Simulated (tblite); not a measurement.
Compound: C8H10.
SMILES: `C#CC(C)=C=C(C)C`

All values are computed: GFN2-xTB (tblite) harmonic vibrations without scaling, gas phase. Against measured fundamentals such values can be off by several per cent, at times by over 20.

Harmonic wavenumbers (cm⁻¹): 78.7, 92.2, 113.4, 117.1, 129.8, 148.6, 174.8, 244.8, 311.8, 371.1, 422.5, 449.1, 517.3, 525.1, 641.8, 648.3, 686.2, 884.0, 969.6, 974.1, 994.8, 1026.6, 1066.5, 1083.9, 1194.7, 1201.7, 1390.0, 1390.9, 1401.2, 1434.5, 1474.2, 1476.2, 1478.5, 1483.3, 1485.7, 1502.1, 2060.1, 2254.1, 2995.4, 2998.1, 3001.6, 3007.0, 3012.8, 3014.0, 3043.9, 3047.9, 3049.1, 3391.7.

A = 3246, B = 1095, C = 1003 MHz; mass 106.078 u (most abundant isotopes); point group Cs, symmetry number 1.

Q: What is the zero-point energy?

A: ½Σν̃ = 32230 cm⁻¹ = 385.56 kJ/mol.

Q: Entropy at 298.15 K, 1 bar (ideal gas, RRHO, classical rotation)?

A: Translation 167.03, rotation 120.88, vibration 129.68: S = 417.6 J/(mol K).

Q: And Cp and H(298.15 K) − H(0)?

A: Cp = 160.32 J/(mol K), of which vibrations give 127.06 (their classical limit is 48 R = 399.1); H(298.15 K) − H(0) = 30.46 kJ/mol without the zero-point energy, 20.54 from vibrations.

Q: Blend soft modes into free rotors: weight 1/[1 + (100 cm⁻¹/ν̃)⁴] for the oscillator and the rest for a rotor with moment μB/(μ + B), μ = h/(8π²ν), B = 10⁻⁴⁴ kg m². What vibrational entropy results?

A: 123.61 J/(mol K) in place of 129.68, which changes −T·S at 298.15 K by +1.81 kJ/mol.

Q: How do the functions run with temperature in this model?

A: 
```tsv
T (K)	S (J/(mol K))	Cp (J/(mol K))	H − H(0) (kJ/mol)	G − H(0) (kJ/mol)	ln q(vib)
100	288.3	86.5	5.71	-23.12	1.55
200	360.9	125.9	16.41	-55.77	4.51
300	418.6	161.0	30.76	-94.82	7.36
500	516.1	223.7	69.47	-188.58	12.67
800	636.7	289.6	147.21	-362.13	19.87
1000	704.7	319.9	208.30	-496.41	24.24
```

q(vib) and H(0) count from the zero-point level.

Hindered rotation and anharmonicity are outside this model.

Time: 0.56 s of wall time. Hardware: an Arm Neoverse V1 with one thread, shared host. The figure is for the frequency step alone.
